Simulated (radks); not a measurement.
Q: These are the eigenvalues of the occupied orbitals of an atom or ion with whole-number occupations (eV). Calculated with a radial shooting solver on a logarithmic mesh with Libxc functionals: non-relativistic Kohn-Sham, PBE, spin-polarised, spherical densities, point nucleus.

| orbital | eigenvalue |
|---|---|
| 1s up | -8075.721 |
| 1s down | -8074.817 |
| 2s up | -1413.089 |
| 2s down | -1411.736 |
| 2p up | -1301.886 |
| 2p down | -1300.692 |
| 3s up | -528.5348 |

Which element is it, and in what charge state? The configuration may be excited. Open shells, if any, are filled with parallel spins first.

A: Z = 27, cobalt, charge +16: Co16+ in [Ne] 3s1. The list shows which subshells hold electrons but not how many an open one holds; the 1s level, -296.78 hartree, gives Z - s = 24.4 by -(Z - s)^2/2, which with screening narrows Z to a few neighbours, and the depths of the outer levels then fix element, charge and occupations together.
